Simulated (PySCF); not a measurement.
# Spin states of TlP⁺

Unrestricted PBE0; basis Tl def2-SVPD with ECP60, P def2-SVPD; scalar-relativistic core potentials; PySCF 2.14. Outer shells of the fragments: Tl+ 5d10 6s2; P 3s2 3p3.

Followed along the bond (rough minima from three points):

```json
{"2Ms+1": "4", "unpaired": "σ ↑, π ↑↑", "⟨S²⟩ at the start": "3.75", "R at minimum (Å)": "3.16", "Te (eV)": "0.00"}
{"2Ms+1": "2", "unpaired": "σ ↓, π ↑↑", "⟨S²⟩ at the start": "1.77", "R at minimum (Å)": "3.06", "Te (eV)": "0.62"}
{"2Ms+1": "2", "unpaired": "σ ↑, π ↑↓", "⟨S²⟩ at the start": "1.77", "R at minimum (Å)": "3.11", "Te (eV)": "0.67"}
```

Solutions found at the starting distance of 2.595 Å, counted from the lowest of them; the search is not exhaustive and high or unbound solutions are not listed, so other states can lie among these:

```
2Ms+1   unpaired   term  E (eV)  ⟨S²⟩  ⟨Lz²⟩  μ (D)
    4  σ ↑, π ↑↑    ⁴Σ⁻    0.00  3.75   0.00   1.76
    2  σ ↓, π ↑↑  mixed    0.51  1.77   0.00   1.74
    2  σ ↑, π ↑↓  mixed    0.61  1.77   2.02   1.77
    2        π ↑     ²Π    1.71  0.76   1.02   0.13
    2        σ ↑  mixed    1.79  0.76   2.00   1.97
    2        π ↑     ²Π    1.83  0.75   1.01   4.00
    4      π ↑↑↑     ⁴Π    4.41  3.76   1.00   4.47
    4  σ ↑, π ↑↑  mixed    5.43  3.76   2.01   6.81
    4  π ↑↑, δ ↑     ⁴Δ    9.19  3.76   4.00   2.15
```

A term symbol is given only where ⟨S²⟩ and ⟨Lz²⟩ are close to those of a pure state; real π, δ and φ orbitals otherwise mix terms. A positive dipole points towards P; it is taken about the centre of mass and depends on that origin.

Problem. Compare the gap between the two lowest followed solutions at the starting distance with the gap between their minima.

Solution. At PBE0 the second solution (Ms = 0.5 of mixed spin, unpaired electrons σ ↓, π ↑↑) lies +0.51 eV from the first (quartet, unpaired electrons σ ↑, π ↑↑) at 2.595 Å and +0.62 eV at the minima; the two curves relax by different amounts, since their minima lie near 3.06 and 3.16 Å.

These are scalar-relativistic numbers at best; spin–orbit coupling would shift them, the dissociation energy most.
